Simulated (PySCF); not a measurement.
Can point charges reproduce the dipole moment of `C(P(C)(C)(C)C=C)C`?

Coordinates (GFN2-xTB, Å) and charges (e) from the PBE0/pcSseg-1 density (PySCF):

```csv
atom,x,y,z,Mulliken,IAO,Hirshfeld,ESP-fitted
C1,-2.808,0.296,0.879,-0.1152,-0.3057,-0.0937,-0.3010
C2,-1.636,-0.273,1.099,-0.3225,-0.3508,-0.0762,-0.3105
P3,-0.157,-0.022,0.047,+0.2928,+1.2149,+0.3890,+1.0869
C4,-0.280,0.485,-1.736,-0.3792,-0.6398,-0.1593,-0.7072
C5,-0.068,1.854,0.586,-0.4943,-0.7172,-0.2177,-0.9477
C6,-0.359,-1.902,-0.500,-0.5086,-0.7208,-0.2181,-0.8674
C7,1.491,-0.379,0.832,-0.3617,-0.4494,-0.1028,-0.2380
C8,2.603,-0.187,-0.191,-0.2551,-0.4084,-0.1125,-0.0467
H9,-2.950,1.022,0.096,+0.1133,+0.1411,+0.0445,+0.1451
H10,-3.678,0.068,1.476,+0.1201,+0.1518,+0.0481,+0.1544
H11,-1.518,-1.014,1.880,+0.1250,+0.1556,+0.0504,+0.1550
H12,0.157,-0.263,-2.391,+0.1415,+0.1532,+0.0441,+0.1844
H13,-1.348,0.548,-1.950,+0.1482,+0.1605,+0.0492,+0.1927
H14,0.170,1.458,-1.909,+0.1431,+0.1515,+0.0433,+0.1843
H15,-0.126,1.937,1.673,+0.1222,+0.1296,+0.0159,+0.1747
H16,0.851,2.342,0.262,+0.1132,+0.1196,+0.0178,+0.2088
H17,-0.903,2.419,0.173,+0.1170,+0.1260,+0.0187,+0.2001
H18,-0.438,-2.573,0.355,+0.1156,+0.1239,+0.0176,+0.1643
H19,0.476,-2.247,-1.109,+0.1133,+0.1207,+0.0179,+0.1819
H20,-1.269,-2.019,-1.090,+0.1211,+0.1303,+0.0164,+0.1692
H21,1.494,-1.408,1.198,+0.1421,+0.1443,+0.0413,+0.0651
H22,1.635,0.299,1.674,+0.1469,+0.1457,+0.0417,+0.0764
H23,2.606,0.835,-0.566,+0.1177,+0.1386,+0.0400,+0.0169
H24,2.470,-0.859,-1.036,+0.1171,+0.1383,+0.0398,+0.0194
H25,3.573,-0.391,0.259,+0.1260,+0.1466,+0.0448,+0.0391
```

**Question.** Compute μ = Σ q r for each scheme (1 e·Å = 4.803 D) and compare with the dipole of the full density.

**Answer.** The full density gives (0.37, -0.02, -0.10) D, 0.38 D in size; dipole vectors point from the negative to the positive end.

| scheme | μx | μy | μz | size (D) | share of the full size (%) | angle to the full dipole (°) |
| --- | --- | --- | --- | --- | --- | --- |
| Mulliken | 0.62 | 0.62 | -1.20 | 1.49 | 393 | 54 |
| IAO | 0.52 | -0.07 | -0.05 | 0.53 | 140 | 11 |
| Hirshfeld | 0.24 | -0.05 | 0.01 | 0.25 | 65 | 19 |
| ESP-fitted | 0.38 | 0.00 | -0.16 | 0.41 | 109 | 9 |

**Question.** Which set comes closest?

**Answer.** Length of the difference vector: ESP-fitted 0.07 D, Hirshfeld 0.17 D, IAO 0.17 D, Mulliken 1.30 D. Closest: ESP-fitted. The schemes that divide the density aren't constrained to reproduce the dipole.

**Question.** What is left for the Hirshfeld atoms' own dipoles?

**Answer.** The Hirshfeld atoms' densities add up to the full density, so μ = Σ q r + Σ (atomic dipoles). The atomic dipoles sum to (0.37, -0.02, -0.10) − (0.24, -0.05, 0.01) = (0.13, 0.03, -0.11) D, 0.17 D in size.

**Question.** With the origin at the mean of the coordinates, (0.000, 0.001, 0.000) Å, which are the largest single terms, by size, of the ESP-fitted dipole along the direction of the full one?

**Answer.** C1 +4.27, H10 -2.92, C2 +2.76, H9 -2.04, C5 +1.49 D; all 25 atoms together +0.41 D. The single terms depend on the origin, their sum doesn't.

**Question.** Give the size of the full dipole in other units.

**Answer.** 0.38 D = 0.149 au = 0.079 e·Å = 1.27 × 10⁻³⁰ C·m.

Geometry: GFN2-xTB; no solvent, vibrations or thermal averaging.

Shape of the structure used: `[CH2:1]=[CH:2][P:3]([CH3:4])([CH3:5])([CH3:6])[CH2:7][CH3:8]`: C1–C2–P3–C4 -25°, C2–P3–C7–C8 177°.
